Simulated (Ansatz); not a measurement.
`C[N]=[W]([NH2])(=[O])[F]` + H₂O → `C[N]=[W](=[O])([OH])[F]` + NH₃ at 400 K and 1 bar (formal hydrolysis of a W–N bond).

Isolated molecules relaxed with PBE0-D4/def2-TZVP in Ansatz; ΔE leaves out vibrations. CCSD(T)/CBS is the MP2 limit (def2-TZVPP, def2-QZVPP) plus CCSD(T) − MP2 in def2-TZVPP, frozen cores. This one scheme is used for every species. Elements past krypton have def2 core potentials. For W outer-core shells are correlated without core-valence functions, which leaves a few kJ/mol of doubt a bond. One conformer a species, not always the lowest.

| species | CCSD(T)/CBS energy (Eh) | H − E (kJ/mol) | S (J/(mol·K)) |
| --- | --- | --- | --- |
| `C[N]=[W]([NH2])(=[O])[F]` | -392.54757 | 231.8 | 424.2 |
| H₂O | -76.37941 | 69.8 | 198.6 |
| `C[N]=[W](=[O])([OH])[F]` | -412.42562 | 198.3 | 418.5 |
| NH₃ | -56.50880 | 104.2 | 203.1 |

H − E and S are ideal-gas, rigid-rotor, harmonic terms from PBE0-D4/def2-TZVP, for one conformer and one mirror image of each species. 1 Eh = 2625.50 kJ/mol, R = 8.31446 J/(mol·K).

Problem. By hand: ΔE, ΔH, ΔS and ΔG.

Solution. ΔE = (-412.42562) + (-56.50880) − (-392.54757) − (-76.37941) = -0.00744 Eh = -19.5 kJ/mol. Δ(H − E) = 198.3 + 104.2 − 231.8 − 69.8 = 0.9, so ΔH = -18.6 kJ/mol. ΔS = 418.5 + 203.1 − 424.2 − 198.6 = -1.2 J/(mol·K). ΔG = -18.6 − 400 × (-1.2)/1000 = -18.1 kJ/mol.

Problem. By hand: the equilibrium constant, and the temperature at which ΔG would vanish if ΔH and ΔS stayed fixed.

Solution. log₁₀ K = −ΔG/(RT ln 10) = 2.4. ΔG = 0 at ΔH/ΔS = 15500 K, far beyond where these terms or the molecules hold.

The number of gas molecules stays the same, so ΔS is small and ΔH decides. A doubt of 5 kJ/mol in ΔE shifts log₁₀ K by 0.7 here. Other conformers and mirror images would add mixing entropy, several J/(mol·K) or more a flexible species. These are equilibria of isolated gas molecules and say nothing of rates. Largest T1 diagnostic: 0.020 (customary marks: 0.02 for closed shells, 0.045 for open ones).
